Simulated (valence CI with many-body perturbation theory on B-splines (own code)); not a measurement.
# Forbidden lines of Tc²¹⁺

Computed by configuration interaction combined with many-body perturbation theory (CI+MBPT): four valence electrons over a frozen Dirac-Fock core [Ar], radial functions for each j: 7 s, 7 p, 8 d, 6 f, 4 g, 1 h, with the one-electron correlation potential Σ1, the two-electron term Σ2, the three-electron term Σ3, Breit, model QED; selected CI, second order for the rest, scaled by the run's own slope (own B-spline code, finite nucleus).

No measured levels were compared; by estimate terms of the open shell hold to 2 to 4 % of their energy, and close levels can change places. Only levels of the ground parity were solved; by the run's estimate the other parity begins above the list, which can be wrong where configurations are misplaced.

Lines 51 to 100 of 120 in falling wavelength, among levels below 53.143 eV, chosen from the decays that carry over 1 % of a level's rate. Wavelengths and rates use the calculated energies, so an error of 2000 cm⁻¹ moves a line at 1737 Å by 3.5 % and its rate by three times that or more. Weak lines are less certain than strong ones. Lines between different terms over intervals too small for the method are left out, as are lines whose strength nearly cancels. Branching is blank where the lifetime is uncertain.

Names give the largest LS component (configuration and term), which can be under half, so a name can repeat, a term be missing and a line seem to break the LS rules; names also repeat where a configuration has a term twice. Letters in brackets count levels of one name in rising energy.

| λ vac (Å) | Upper | Lower | Type | A (s⁻¹) | Branch % |
| --- | --- | --- | --- | --- | --- |
| 1737 | 3d⁴ ¹G_4 [a] | 3d⁴ ³G_4 [a] | M1 | 8.36e+02 | 32.0 |
| 1711 | 3d⁴ ³H_5 | 3d⁴ ⁵D_4 | M1 | 7.42e+01 | 37.6 |
| 1615 | 3d⁴ ³F_3 [b] | 3d⁴ ¹G_4 [a] | M1 | 4.06e+02 |  |
| 1607 | 3d⁴ ¹D_2 [a] | 3d⁴ ³P_2 [a] | M1 | 4.61e+02 | 14.5 |
| 1592 | 3d⁴ ³P_0 [a] | 3d⁴ ⁵D_1 | M1 | 4.14e+03 | 100.0 |
| 1590 | 3d⁴ ³G_5 | 3d⁴ ³H_4 | M1 | 1.16e+01 | 1.3 |
| 1532 | 3d⁴ ³G_3 | 3d⁴ ⁵D_3 | M1 | 7.39e+02 | 59.8 |
| 1492 | 3d⁴ ³P_2 [c] | 3d⁴ ³P_2 [b] | M1 | 5.72e+02 | 25.4 |
| 1445 | 3d⁴ ³F_2 [a] | 3d⁴ ⁵D_3 | M1 | 2.57e+01 | 1.7 |
| 1406 | 3d⁴ ¹F_3 | 3d⁴ ³G_4 [b] | M1 | 1.41e+02 |  |
| 1394 | 3d⁴ ¹F_3 | 3d⁴ ³P_2 [a] | M1 | 2.80e+02 |  |
| 1335 | 3d⁴ ¹S_0 [a] | 3d⁴ ³P_1 [a] | M1 | 3.70e+03 |  |
| 1327 | 3d⁴ ¹G_4 [a] | 3d⁴ ³H_5 | M1 | 2.66e+02 | 10.2 |
| 1315 | 3d⁴ ³G_3 | 3d⁴ ⁵D_2 | M1 | 3.99e+02 | 32.3 |
| 1312 | 3d⁴ ³G_4 [a] | 3d⁴ ⁵D_4 | M1 | 4.99e+02 | 35.0 |
| 1287 | 3d⁴ ³F_2 [b] | 3d⁴ ³D_1 | M1 | 6.03e+02 | 16.1 |
| 1283 | 3d⁴ ³P_1 [a] | 3d⁴ ⁵D_2 | M1 | 2.69e+03 | 88.1 |
| 1272 | 3d⁴ ¹F_3 | 3d⁴ ³G_4 [a] | M1 | 2.01e+02 |  |
| 1250 | 3d⁴ ³F_2 [a] | 3d⁴ ⁵D_2 | M1 | 7.58e+02 | 49.1 |
| 1241 | 3d⁴ ³F_4 | 3d⁴ ³G_5 | M1 | 3.85e+02 |  |
| 1197 | 3d⁴ ³D_1 | 3d⁴ ³P_0 [a] | M1 | 1.07e+03 | 31.3 |
| 1195 | 3d⁴ ³G_4 [b] | 3d⁴ ⁵D_4 | M1 | 4.86e+02 | 40.2 |
| 1184 | 3d⁴ ³F_2 [b] | 3d⁴ ³P_2 [b] | M1 | 5.83e+02 | 15.6 |
| 1182 | 3d⁴ ³F_4 | 3d⁴ ³D_3 | M1 | 9.45e+02 |  |
| 1181 | 3d⁴ ¹D_2 [a] | 3d⁴ ³F_2 [a] | M1 | 2.44e+02 | 7.7 |
| 1179 | 3d⁴ ³G_4 [a] | 3d⁴ ⁵D_3 | M1 | 1.57e+02 | 11.0 |
| 1153 | 3d⁴ ¹D_2 [a] | 3d⁴ ³P_1 [a] | M1 | 3.89e+02 | 12.2 |
| 1129 | 3d⁴ ¹D_2 [a] | 3d⁴ ³G_3 | M1 | 7.84e+02 | 24.6 |
| 1106 | 3d⁴ ³F_3 [a] | 3d⁴ ⁵D_4 | M1 | 4.36e+02 | 32.8 |
| 1091 | 3d⁴ ³P_2 [a] | 3d⁴ ⁵D_3 | M1 | 4.09e+02 | 53.3 |
| 1084 | 3d⁴ ³G_4 [b] | 3d⁴ ⁵D_3 | M1 | 3.49e+02 | 28.9 |
| 1082 | 3d⁴ ³F_2 [a] | 3d⁴ ⁵D_1 | M1 | 7.60e+02 | 49.2 |
| 1078 | 3d⁴ ³F_4 | 3d⁴ ³F_3 [a] | M1 | 1.72e+02 |  |
| 1063 | 3d⁴ ¹G_4 [a] | 3d⁴ ³H_4 | M1 | 9.33e+01 | 3.6 |
| 1030 | 3d⁴ ³F_3 [b] | 3d⁴ ³D_3 | M1 | 1.51e+02 |  |
| 1019 | 3d⁴ ¹F_3 | 3d⁴ ³G_3 | M1 | 3.45e+02 |  |
| 1014 | 3d⁴ ³D_3 | 3d⁴ ⁵D_4 | M1 | 5.70e+02 | 25.0 |
| 1011 | 3d⁴ ³F_3 [a] | 3d⁴ ⁵D_3 | M1 | 3.37e+02 | 25.3 |
| 1005 | 3d⁴ ³F_4 | 3d⁴ ³G_4 [b] | M1 | 1.61e+02 |  |
| 982.1 | 3d⁴ ³F_2 [b] | 3d⁴ ³F_3 [a] | M1 | 1.70e+03 | 45.3 |
| 976.2 | 3d⁴ ³P_2 [a] | 3d⁴ ⁵D_2 | M1 | 9.34e+00 | 1.2 |
| 974.9 | 3d⁴ ³G_5 | 3d⁴ ⁵D_4 | M1 | 7.22e+01 | 8.0 |
| 935.0 | 3d⁴ ³F_4 | 3d⁴ ³G_4 [a] | M1 | 1.26e+03 |  |
| 933.1 | 3d⁴ ³D_3 | 3d⁴ ⁵D_3 | M1 | 4.00e+02 | 17.6 |
| 916.4 | 3d⁴ ³F_2 [b] | 3d⁴ ³P_2 [a] | M1 | 1.52e+02 | 4.1 |
| 911.2 | 3d⁴ ³F_3 [a] | 3d⁴ ⁵D_2 | M1 | 9.64e+01 | 7.3 |
| 893.0 | 3d⁴ ³F_3 [b] | 3d⁴ ³G_4 [b] | M1 | 2.25e+02 |  |
| 870.3 | 3d⁴ ³P_2 [a] | 3d⁴ ⁵D_1 | M1 | 1.45e+02 | 18.9 |
| 868.5 | 3d⁴ ¹F_3 | 3d⁴ ³H_4 | M1 | 2.81e+02 |  |
| 860.8 | 3d⁴ ³P_2 [c] | 3d⁴ ³P_1 [a] | M1 | 3.30e+02 | 14.7 |
